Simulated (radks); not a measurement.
Question: Ionisation ladder of bromine, from Br XXIII to Br XXXV. Each ion is in the ground configuration listed by NIST, and IE = E(next ion) - E(this ion), with E = 0 for the bare nucleus. Method: scalar-relativistic Kohn-Sham, exchange-only LDA, spin-polarised, spherical densities, point nucleus; open shells are filled with parallel spins first; computed with a radial shooting solver on a logarithmic mesh with Libxc functionals.

| species | configuration | IE, Delta-SCF (eV) | -e(HOMO) (eV) | HOMO |
|---|---|---|---|---|
| Br XXIII | [Ne] 3s2 3p1 | ? | 938.73 | 3p up |
| Br XXIV | [Ne] 3s2 | 1066.9 | 1046.3 | 3s |
| Br XXV | [Ne] 3s1 | 1119.8 | 1098.8 | 3s up |
| Br XXVI | [Ne] | ? | 2674.1 | 2p |
| Br XXVII | [He] 2s2 2p5 | 2876.8 | 2809.6 | 2p down |
| Br XXVIII | [He] 2s2 2p4 | ? | 2944.9 | 2p down |
| Br XXIX | [He] 2s2 2p3 | 3197.5 | 3125.8 | 2p up |
| Br XXX | [He] 2s2 2p2 | 3342.0 | 3270.3 | 2p up |
| Br XXXI | [He] 2s2 2p1 | 3484.9 | 3414.4 | 2p up |
| Br XXXII | [He] 2s2 | 3725.3 | 3673.0 | 2s |
| Br XXXIII | [He] 2s1 | ? | 3812.9 | 2s up |
| Br XXXIV | [He] | 16299.0 | 16085.5 | 1s |
| Br XXXV | 1s1 | 16904.9 | 16687.6 | 1s up |

Estimate the withheld Delta-SCF values.

Answer: Br XXIII: 962.20 eV (NIST 963); Br XXVI: 2741.3 eV (NIST 2731); Br XXVIII: 3010.8 eV (NIST 3021); Br XXXIII: 3866.1 eV (NIST 3869.0).
